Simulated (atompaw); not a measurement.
**Before and after: PAW (atompaw) potential for lutetium (Lu)**

* Element: Lu (Z = 71)
* Generator: atompaw 4.2.0.5
* Type: PAW
* Functional: PBE
* Relativity: scalar-relativistic
* Frozen core: [Kr] 4d10 4f14
* Valence charge: 11
* Reference configuration: 5s2 5p6 5d1 6s1 6p0 (charge +1)
* Partial waves: 5s (bound): rc 2.15 bohr; 6s (bound): rc 2.05 bohr; 5p (bound): rc 1.45 bohr; 6p (bound, empty): rc 2.05 bohr; 5d (bound): rc 2.80 bohr; 5d channel at -0.2 Ry: rc 2.80 bohr; 5f channel at 0.25 Ry: rc 2.80 bohr
* Local potential: bessel scheme, radius 2.55 bohr
* Core correction: smooth core density matched at 1.85 bohr
* Augmentation charge: sinc compensation charge, radius 2.35 bohr; PAW radius 2.80 bohr; waves and projectors: custom polynom vanderbiltortho

Change: local potential bessel scheme, radius 1.40 bohr.

Cutoffs: the cutoffs (Ry, on a coarse ladder) from which the occupation-weighted sum of valence levels, in a spherical-Bessel basis at the reference potential, stays within 10 and 1 mRy of its value at 400 Ry; they do not see the model core or the augmentation charge, which bear on the density cutoff.

**Question.** What does the change do?

**Answer.** The potential gets softer (30 Ry and 45 Ry → 25 Ry and 45 Ry); a bound ghost appears in s, which as a rule spoils a file; the range in which the d phases agree widens (upper end 2.1 → at the end of the scan). A state that the projectors do not describe sees the local part alone, so a deeper or shallower local part can create or remove a ghost.

```tsv
quantity	base	changed
cutoff, loose	30 Ry	25 Ry
cutoff, tight	45 Ry	45 Ry
bound ghosts	none	s
s: phases at 2.81 bohr within 0.05 rad from the reference energy up to (Ry; the scan ends near 5)	3.9	4.1
p: phases at 2.81 bohr within 0.05 rad from the reference energy up to (Ry; the scan ends near 5)	to the end of the scan	4.9
d: phases at 2.81 bohr within 0.05 rad from the reference energy up to (Ry; the scan ends near 5)	2.1	to the end of the scan
f: phases at 2.81 bohr within 0.05 rad from the reference energy up to (Ry; the scan ends near 5)	1.0	0.8
lowest overlap eigenvalue by channel	s 0.74, p 0.67, d 0.96, f 1.00	s 0.61, p 0.76, d 0.93, f 1.00
```

 A true bound ghost makes a file unfit for plane-wave use even where its test errors are small: the radial tests pick states by their node count and pass the ghost by. The cutoffs see the waves, projectors and local potential, not the compensation charge or the core.
